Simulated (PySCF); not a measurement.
Compound: CH2Br2.
Structure used (PBE0-D3(BJ)/def2-SVP), in Å, numbered top down from 1:
```xyz
5
CH2Br2 angstrom
Br    -1.634    0.904    0.031
C     -0.020   -0.142    0.039
Br     1.590    0.895   -0.120
H      0.021   -0.686    0.988
H     -0.063   -0.829   -0.811
```

Theory: PySCF 2.14.0, PBE0-D3(BJ)/def2-SVP geometry optimisation, gas phase.

Take the most abundant isotopes and a rigid rotor. 

(1) Give the principal moments of inertia and the rotational constants in cm⁻¹.

(2) Classify the top.

(3) Is it planar, by Δ = Ic − Ia − Ib?

(4) List the rotational levels J(Ka,Kc) to J = 5 (K).

(5) Which types of transition are allowed, and where do some lines up to J = 4 fall?

(6) Estimate the classical rotational partition function at 25 K, 200 K and 298.15 K.

## Answers

(1) Ia = 18.85, Ib = 412.86, Ic = 428.42 u·Å²; 505379 MHz·u·Å²/I gives 26811, 1224 and 1180 MHz, that is A = 0.89432, B = 0.04083, C = 0.03935 cm⁻¹.

(2) A near-prolate asymmetric top: κ = (2 × 1224 − 26811 − 1180)/(26811 − 1180) = -1.00.

(3) Not planar: Δ = Ic − Ia − Ib = -3.29 u·Å². For a rigid frame Δ = −2 Σ m c², so Σ m c² = 1.64 u·Å² lies off the ab plane, practically all of it from hydrogen. The atom farthest from that plane is 0.90 Å away.

(4) Above 0(0,0), as E/k:
J = 1: 1(0,1) 0.115, 1(1,1) 1.343, 1(1,0) 1.345
J = 2: 2(0,2) 0.346, 2(1,2) 1.572, 2(1,1) 1.578, 2(2,1) 5.262, 2(2,0) 5.262
J = 3: 3(0,3) 0.692, 3(1,3) 1.915, 3(1,2) 1.928, 3(2,2) 5.608, 3(2,1) 5.608, 3(3,1) 11.754, 3(3,0) 11.754
J = 4: 4(0,4) 1.154, 4(1,4) 2.372, 4(1,3) 2.393, 4(2,3) 6.070, 4(2,2) 6.070, 4(3,2) 12.215, 4(3,1) 12.215, 4(4,1) 20.818, 4(4,0) 20.818
J = 5: 5(0,5) 1.730, 5(1,5) 2.943, 5(1,4) 2.975, 5(2,4) 6.647, 5(2,3) 6.647, 5(3,3) 12.792, 5(3,2) 12.792, 5(4,2) 21.395, 5(4,1) 21.395, 5(5,1) 32.456, 5(5,0) 32.456
Those of J = 1 are B + C, A + C and A + B.

(5) The dipole components are |μa| = 0.00 D, |μb| = 1.48 D, |μc| = 0.00 D; the symmetry axis of this C2v structure is b, so μa and μc vanish by symmetry and there are no a-type or c-type lines. Some lines, for components of 0.1 D or more:

```json
{"type": "b", "branch": "Q", "J(Ka,Kc)": "1(1,0) ← 1(0,1)", "MHz": "25631", "lower level (cm⁻¹)": "0.080"}
{"type": "b", "branch": "Q", "J(Ka,Kc)": "2(1,1) ← 2(0,2)", "MHz": "25676", "lower level (cm⁻¹)": "0.241"}
{"type": "b", "branch": "R", "J(Ka,Kc)": "2(1,2) ← 1(0,1)", "MHz": "30350", "lower level (cm⁻¹)": "0.080"}
{"type": "b", "branch": "R", "J(Ka,Kc)": "4(1,4) ← 3(0,3)", "MHz": "35002", "lower level (cm⁻¹)": "0.481"}
{"type": "b", "branch": "Q", "J(Ka,Kc)": "4(2,3) ← 4(1,4)", "MHz": "77050", "lower level (cm⁻¹)": "1.649"}
{"type": "b", "branch": "R", "J(Ka,Kc)": "2(2,1) ← 1(1,0)", "MHz": "81613", "lower level (cm⁻¹)": "0.935"}
{"type": "b", "branch": "R", "J(Ka,Kc)": "4(2,3) ← 3(1,2)", "MHz": "86309", "lower level (cm⁻¹)": "1.340"}
{"type": "b", "branch": "R", "J(Ka,Kc)": "4(2,2) ← 3(1,3)", "MHz": "86576", "lower level (cm⁻¹)": "1.331"}
{"type": "b", "branch": "Q", "J(Ka,Kc)": "3(3,1) ← 3(2,2)", "MHz": "128046", "lower level (cm⁻¹)": "3.898"}
{"type": "b", "branch": "R", "J(Ka,Kc)": "3(3,1) ← 2(2,0)", "MHz": "135257", "lower level (cm⁻¹)": "3.657"}
{"type": "b", "branch": "R", "J(Ka,Kc)": "3(3,0) ← 2(2,1)", "MHz": "135257", "lower level (cm⁻¹)": "3.657"}
{"type": "b", "branch": "R", "J(Ka,Kc)": "4(3,1) ← 3(2,2)", "MHz": "137661", "lower level (cm⁻¹)": "3.898"}
{"type": "b", "branch": "R", "J(Ka,Kc)": "4(4,1) ← 3(3,0)", "MHz": "188879", "lower level (cm⁻¹)": "8.169"}
{"type": "b", "branch": "R", "J(Ka,Kc)": "4(4,0) ← 3(3,1)", "MHz": "188879", "lower level (cm⁻¹)": "8.169"}
```

(6) Point group C2v, symmetry number σ = 2; q = (√π/σ)·√((kT/h)³/(ABC)), k/h = 20836.6 MHz/K: 1690 at 25 K, 38300 at 200 K, 69700 at 298.15 K.

Stationary, but not proved a minimum. Zero-point vibration and centrifugal distortion are left out. Quadrupole hyperfine structure (79Br) is left out.
